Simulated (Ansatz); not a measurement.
System: 2-methylprop-2-ene-1-selenol, C$_{4}$H$_{8}$Se, charge 0, multiplicity 1. 
Geometry from a B3LYP-D3(BJ)/def2-TZVP (Ansatz, an electronic-structure program) optimisation:
SMILES: C=C(C)C[SeH]
```xyz
13

C     -2.1514     1.4023     0.4879
C     -1.4058     0.3067     0.6146
C     -1.9699    -1.0760     0.4727
C      0.0529     0.4074     0.9215
Se     1.2420    -0.1556    -0.5815
H     -3.2114     1.3440     0.2752
H     -1.7257     2.3928     0.5899
H     -1.5044    -1.5970    -0.3676
H     -1.7706    -1.6712     1.3691
H     -3.0459    -1.0525     0.3072
H      0.3500     1.4339     1.1222
H      0.3376    -0.2087     1.7728
H      1.1874    -1.5943    -0.2785
```

Computed values are from Ansatz. Valence correlation only, unless marked. Open shells are spin-unrestricted. No spin-orbit coupling. Frozen are the shells of the preceding noble gas and the d and f shells that filled before the atom's block. No relativistic terms. CBS marks a two-point X^-3 extrapolation of the correlation energy; Hartree-Fock from the larger set. [CCSD(T)-MP2]/basis is that difference in the basis named.

Q: What is the total energy at CCSD(T)/CBS(cc-pVTZ,cc-pVQZ)?

A: -2557.0756 Eh.

Q: What is the atomisation energy De at CCSD(T)/CBS(cc-pVTZ,cc-pVQZ)?

A: 4998.9 kJ/mol.

Q: What is the T1 diagnostic at CCSD/cc-pVQZ?

A: 0.011.

Q: What is the vertical triplet-singlet gap at RI-MP2/CBS(aug-cc-pVTZ,aug-cc-pVQZ)+[CCSD(T)-MP2]/aug-cc-pVTZ?

A: 4.43 eV.

Q: What is the dipole moment at CCSD(T)/aug-cc-pVDZ?

A: 1.37 D.
